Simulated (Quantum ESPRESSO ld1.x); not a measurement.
Ru8+, 36 electrons, occupied as [Ar] 3d10 4s2 4p5 4d1 (not the ground configuration). All-electron calculation, Dirac Kohn-Sham, LDA (Slater exchange, Perdew-Zunger correlation), spin-unpolarised, spherical densities, point nucleus; open shells are shared between the two j in proportion to 2j + 1. Program: ld1.x of Quantum ESPRESSO 7.5.

Spin-orbit splittings of the eigenvalues, e(l+1/2) - e(l-1/2), with zeta = 2 splitting/(2l+1) and mean radii in bohr:

| shell | occ. | splitting (eV) | zeta (eV) | <r> j=l-1/2 | <r> j=l+1/2 |
|---|---|---|---|---|---|
| 2p | 6 | 130.7 | 87.15 | 0.1237 | 0.1284 |
| 3p | 6 | 22.33 | 14.88 | 0.3951 | 0.4057 |
| 3d | 10 | 4.375 | 1.750 | 0.3802 | 0.3837 |
| 4p | 5 | 4.208 | 2.805 | 1.013 | 1.035 |
| 4d | 1 | 0.6622 | 0.2649 | 1.170 | 1.177 |
